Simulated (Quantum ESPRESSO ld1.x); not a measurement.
Task: The mean radii <r> (bohr) of the occupied orbitals of an atom or ion are listed with their occupations. All-electron calculation, Dirac Kohn-Sham, relativistic LDA (MacDonald-Vosko exchange, VWN5 correlation), spin-unpolarised, spherical densities, point nucleus. Program: ld1.x of Quantum ESPRESSO 7.5.

orbital      occ.      <r>
1s1/2           2  0.02410
2s1/2           2  0.09801
2p1/2    0.333333  0.08134
2p3/2    0.666667  0.08697

Name the element and its charge. Open shells, if any, are shared by 2j + 1.

Result: Z = 59, praseodymium, charge +54: Pr54+ in [He] 2s2 2p1. The 1s radius gives Z: for a bare nucleus <r> = (2 gamma + 1)/(2Z) with gamma = sqrt(1 - (Z/c)^2), 0.02377 bohr for Z = 59, and screening makes it slightly larger (0.02410 here). The occupations add up to 5, and the charge is Z minus that.
